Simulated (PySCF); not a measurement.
Work out the structure from these simulated measurements.

Formula: C8H16O2.

* NMR, other nuclei: isotropic shieldings of nuclei other than C and H, by class: 297 (2 O) ppm [GIAO PBE0/pcSseg-1]
* 1H NMR: chemical shifts (computed TMS as zero) by class: 3.97 (2 H), 3.55 (2 H), 1.97 (2 H), 1.41 (2 H), 1.36 (2 H), 1.33 (2 H), 1.12 (2 H), -0.29 (2 H) ppm [GIAO PBE0/pcSseg-1]
* 13C NMR: chemical shifts (computed TMS as zero) by class: 71.6 (2 C), 41.6 (2 C), 33.2 (2 C), 30.2 (1 C), 25.5 (1 C) ppm [GIAO PBE0/pcSseg-1]
* Rotational structure: rotational constants A, B, C: 1.848, 0.873, 0.683 GHz [GFN2-xTB]
* Dipole: 2.12 D [PBE0/pcSseg-1]

The electronic properties come from PySCF, for the isolated species, density fitting. Levels stand in brackets. Isolated species at its GFN2-xTB geometry (one conformer only). NMR values are class means; diastereotopic atoms form classes of their own.

Question: Propose a structure and show how it fits.

Answer: Numbering: `[OH:1][CH2:2][C@@H:3]1[CH2:4][CH2:5][CH2:6][C@@H:7]([CH2:8][OH:9])[CH2:10]1`. Its formula, C8H16O2, gives 1 degree of unsaturation: 1 ring and 0 π bonds in the structure found. 8 carbons fall into 5 classes; from least to most shielded: carbinol carbon (C–OH) [C2/C8] (71.6 ppm, 2 C, up to 6.2 ppm apart in this geometry), sp3 CH carbon [C3/C7] (41.6 ppm, 2 C, up to 2.4 ppm apart in this geometry), ring CH2 carbon [C4/C6] (33.2 ppm, 2 C, up to 2.1 ppm apart in this geometry), ring CH2 carbon [C10] (30.2 ppm), ring CH2 carbon [C5] (25.5 ppm). Hydrogen classes from least to most shielded: 2 H on 2 like atoms (carbinol carbon (C–OH)), C2/C8 (3.97 ppm), 2 H on 2 like atoms (carbinol carbon (C–OH)), C2/C8 (3.55 ppm, a mean of values up to 0.5 ppm apart in this geometry), 2 H on 2 ring CH2 carbons, C4/C6 (1.97 ppm, a mean of values up to 1.0 ppm apart in this geometry), 2 H on a ring CH2 carbon, C10 (1.41 ppm, a mean of values up to 1.4 ppm apart in this geometry), 2 H on a ring CH2 carbon, C5 (1.36 ppm), 2 H on 2 sp3 CH carbons, C3/C7 (1.33 ppm), 2 H on 2 ring CH2 carbons, C4/C6 (1.12 ppm, a mean of values up to 0.8 ppm apart in this geometry), 2 H on 2 alcohol oxygens, O1/O9 (-0.29 ppm). The other shieldings belong to: 297 ppm, alcohol oxygen [O1/O9]. The optimised geometry has point group C1 and is an asymmetric top. Structure: `OC[C@@H]1CCC[C@@H](CO)C1`. Computed isomers that give other values at the same levels: `CO[C@H]1CC[C@H](OC)CC1` (13C chemical shifts (computed TMS as zero) by class: 83.9 (2 C), 58.3 (2 C), 33.1 (4 C) ppm). The assignments are read from this structure; whether some other isomer fits the data as well wasn't checked. The mirror image fits equally.
